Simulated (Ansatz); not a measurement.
```yaml
crystal:
  periodic: [false, false, false]
  atoms:
    - {symbol: Si, position_ang: [-4.173710, -1.364099, 1.750722]}
    - {symbol: Si, position_ang: [-4.223928, 1.578273, -1.335005]}
    - {symbol: Si, position_ang: [-1.448906, -3.934158, 1.586455]}
    - {symbol: Si, position_ang: [1.230622, -3.940868, -1.147738]}
    - {symbol: Si, position_ang: [-1.425168, 1.497851, -3.875839]}
    - {symbol: Si, position_ang: [1.240927, -1.206459, -3.846399]}
    - {symbol: Si, position_ang: [-1.475992, -1.189116, -1.112225]}
    - {symbol: Si, position_ang: [-1.532140, 1.519870, 1.536944]}
    - {symbol: Si, position_ang: [1.247516, -1.203380, 1.566893]}
    - {symbol: Si, position_ang: [1.241370, 1.525334, -1.106966]}
    - {symbol: Si, position_ang: [-1.388433, -1.137236, 4.303362]}
    - {symbol: Si, position_ang: [-1.571755, 4.222810, -1.230127]}
    - {symbol: Si, position_ang: [1.420456, 4.155108, 1.827630]}
    - {symbol: Si, position_ang: [3.969430, -1.222035, -1.167889]}
    - {symbol: Si, position_ang: [4.038840, 1.441534, 1.559211]}
    - {symbol: Si, position_ang: [-2.819509, -2.566112, 0.243827]}
    - {symbol: Si, position_ang: [-2.803209, 0.135956, -2.532615]}
    - {symbol: Si, position_ang: [-2.825826, 0.150961, 2.949237]}
    - {symbol: Si, position_ang: [-2.896426, 2.840202, 0.145014]}
    - {symbol: Si, position_ang: [-0.126207, -2.551213, -2.476956]}
    - {symbol: Si, position_ang: [-0.094943, -5.307983, 0.236424]}
    - {symbol: Si, position_ang: [-0.098131, -2.558318, 2.937682]}
    - {symbol: Si, position_ang: [2.589112, -2.561666, 0.189433]}
    - {symbol: Si, position_ang: [-0.074555, 0.147551, -5.248750]}
    - {symbol: Si, position_ang: [-0.106338, 2.872369, -2.485925]}
    - {symbol: Si, position_ang: [2.584826, 0.159285, -2.476366]}
    - {symbol: Si, position_ang: [-0.117944, 0.169436, 0.237788]}
    - {symbol: Si, position_ang: [-0.337775, 3.011897, 2.913339]}
    - {symbol: Si, position_ang: [2.740565, 0.018982, 2.911913]}
    - {symbol: Si, position_ang: [2.617976, 2.827120, 0.290164]}
    - {symbol: Si, position_ang: [5.382305, 0.113940, 0.155269]}
    - {symbol: H, position_ang: [-4.764437, -2.352927, 2.727705]}
    - {symbol: H, position_ang: [-5.312485, -0.658595, 1.061527]}
    - {symbol: H, position_ang: [-4.875241, 2.529100, -2.310258]}
    - {symbol: H, position_ang: [-5.314129, 0.829241, -0.614040]}
    - {symbol: H, position_ang: [-2.337106, -4.783491, 2.468010]}
    - {symbol: H, position_ang: [2.106134, -4.786036, -2.045025]}
    - {symbol: H, position_ang: [-2.313358, 2.384437, -4.720252]}
    - {symbol: H, position_ang: [2.143763, -2.101832, -4.665075]}
    - {symbol: H, position_ang: [-2.213091, -1.952652, 5.269765]}
    - {symbol: H, position_ang: [-0.471797, -0.244984, 5.102874]}
    - {symbol: H, position_ang: [-2.475702, 4.967946, -2.182444]}
    - {symbol: H, position_ang: [-0.814198, 5.239292, -0.415095]}
    - {symbol: H, position_ang: [0.865384, 5.375664, 1.141019]}
    - {symbol: H, position_ang: [2.395842, 4.627633, 2.879670]}
    - {symbol: H, position_ang: [4.777513, -2.111579, -2.085559]}
    - {symbol: H, position_ang: [4.908272, 2.320485, 2.430033]}
    - {symbol: H, position_ang: [-3.672430, -3.438519, -0.649142]}
    - {symbol: H, position_ang: [-3.607687, -0.784781, -3.422231]}
    - {symbol: H, position_ang: [-3.692148, 1.030692, 3.821947]}
    - {symbol: H, position_ang: [-3.774494, 3.698157, 1.027424]}
    - {symbol: H, position_ang: [-1.033368, -3.396591, -3.342647]}
    - {symbol: H, position_ang: [-0.966394, -6.208694, -0.604327]}
    - {symbol: H, position_ang: [0.788750, -6.175742, 1.098688]}
    - {symbol: H, position_ang: [0.804524, -3.420718, 3.790699]}
    - {symbol: H, position_ang: [3.445644, -3.418624, 1.094914]}
    - {symbol: H, position_ang: [-0.942861, -0.702840, -6.143068]}
    - {symbol: H, position_ang: [0.811472, 1.004020, -6.119572]}
    - {symbol: H, position_ang: [0.791310, 3.733328, -3.345478]}
    - {symbol: H, position_ang: [3.437762, 1.056268, -3.345453]}
    - {symbol: H, position_ang: [0.216075, 2.264276, 4.098550]}
    - {symbol: H, position_ang: [-1.320193, 4.031276, 3.438166]}
    - {symbol: H, position_ang: [2.009804, 0.804494, 3.970586]}
    - {symbol: H, position_ang: [3.637771, -0.976504, 3.606835]}
    - {symbol: H, position_ang: [3.468018, 3.729172, -0.575887]}
    - {symbol: H, position_ang: [6.298209, -0.750789, 0.986193]}
    - {symbol: H, position_ang: [6.231841, 0.994594, -0.727546]}
basis:
  gaussian: {orbitals: "6-31G*", fitting: {mean_field: def2-universal-jkfit}, nuclear_model: gaussian}
magnetization: {spin_polarized: true, initial_magnetization: 0}
hamiltonian: {xc: {name: r2SCAN}, dispersion: rvv10}
scf: {lower_state_search: off}
```

```sh
$ ansatz run in.yaml --threads 4 --pin off --events-out ev --progress --plain --max-ram 46080MiB --backend cuda --devices 0, --max-vram 37GiB
```

Shortened log:

```
Functional definition: r2SCAN+rVV10
4616 factors; integrals over basis functions are off by at most 7.1e-2 eV
mean field evaluation 1: about -244748.1178 eV, gradient 2.0e1 eV
mean field evaluation 2: about -244749.0431 eV, gradient 2.0e1 eV
mean field evaluation 4: about -244751.8714 eV, gradient 2.8e0 eV
mean field evaluation 8: about -244751.9289 eV, gradient 2.7e-1 eV
mean field evaluation 16: about -244751.9295 eV, gradient 2.5e-4 eV
mean field -244751.92948115 eV, -8994.4675096158 hartree, gradient 6.6e-6 eV, S^2 0.000000; 0 other end points of the search recorded, 0 dependent functions left out
reference -244751.92951941 eV, -8994.4675110222 hartree; 235, 235 occupied and 426, 426 virtual orbitals, 4616 factors
Total energy: -244751.92951941 eV, -8994.4675110222 hartree
Checks for a lower state left out: stability, starts, cluster_reference, orbital_swaps, neighbouring_geometries, increment
```

Hardware: 4 threads of AMD EPYC 7R13 on a shared host and a share (37 GiB) of an NVIDIA H100 80GB HBM3. Wall time 9.1 s, peak host memory 1.4 GiB.

The 6-31G sets use Cartesian d functions.
